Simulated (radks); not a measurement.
Valence configurations of Xe II (all share [Kr]). Method: scalar-relativistic Kohn-Sham, LDA (Slater exchange, Perdew-Wang correlation), spin-polarised, spherical densities, point nucleus; open shells are filled with parallel spins first (spin-orbit coupling, left out, can overturn this in heavy ions); computed with a radial shooting solver on a logarithmic mesh with Libxc functionals. Energies are relative to 4d10 5s2 5p5; eigenvalues in eV for spin up.

valence           E (eV)  moment (Bohr magnetons)    e(4d)    e(5p)    e(5s)
4d10 5s2 5p5       0.000                        1  -69.543  -17.456  -29.613
4d9 5s2 5p6       55.001                        1  -76.992  -18.649  -31.570
4d10 5s1.5 5p5.5   6.088                        1  -70.225  -17.749  -30.017
4d10 5s1 5p6      12.204                        1  -70.900  -18.039  -30.418
4d9.5 5s2 5p5.5   26.879                        1  -73.268  -18.057  -30.601

NIST lists [Kr] 4d10 5s2 5p5 as the ground configuration; this level of theory agrees among the configurations tried. The energies are those of spherical high-spin densities, not of single terms.
